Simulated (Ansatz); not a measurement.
Si(NMeEt)2Me2 (C8H22N2Si). The state is a singlet with charge 0. Geometry PBE-D4/def2-SVP, basis def2-TZVP, Ansatz.

```tsv
atom	x (Å)	y (Å)	z (Å)
Si1	-0.116	0.373	0.156
N2	0.993	0.081	-1.180
C3	2.151	-0.766	-0.956
C4	1.045	0.897	-2.384
C5	1.956	2.130	-2.298
H6	2.340	-1.429	-1.834
H7	3.098	-0.204	-0.762
H8	1.967	-1.423	-0.081
H9	1.381	0.254	-3.233
H10	0.017	1.223	-2.645
H11	1.986	2.676	-3.264
H12	1.595	2.836	-1.520
H13	2.998	1.852	-2.039
N14	-0.615	-1.216	0.729
C15	-1.175	-2.159	-0.223
C16	-0.855	-1.533	2.129
C17	-2.277	-1.241	2.631
H18	-0.813	-3.195	-0.020
H19	-2.292	-2.198	-0.224
H20	-0.848	-1.890	-1.248
H21	-0.625	-2.614	2.293
H22	-0.127	-0.975	2.756
H23	-2.401	-1.552	3.690
H24	-2.506	-0.156	2.566
H25	-3.040	-1.781	2.034
C26	-1.545	1.417	-0.511
H27	-1.222	2.419	-0.860
H28	-2.287	1.568	0.301
H29	-2.068	0.912	-1.349
C30	0.687	1.271	1.614
H31	1.071	2.252	1.263
H32	1.548	0.704	2.024
H33	-0.022	1.468	2.445
```

```
run  HOMO (eV)  LUMO (eV)
  A      -5.96       0.78
  B      -4.63       0.13
  C      -4.91       0.61
  D      -5.76       0.48
  E      -4.69       0.00
```

B3LYP takes the VWN-RPA correlation.

Problem. The runs used B3LYP, PBE, PBE0, r2SCAN, revPBE. Estimate which is which.

Solution. A PBE0 (25 % exact exchange); B revPBE (0 % exact exchange); C r2SCAN (0 % exact exchange); D B3LYP (20 % exact exchange); E PBE (0 % exact exchange). Exact exchange lowers occupied and raises empty levels; among semilocal functionals meta-GGAs tend to open the gap a little, and such runs are hard to tell apart. The gap grows from 4.69 eV (PBE) to 6.75 eV (PBE0).
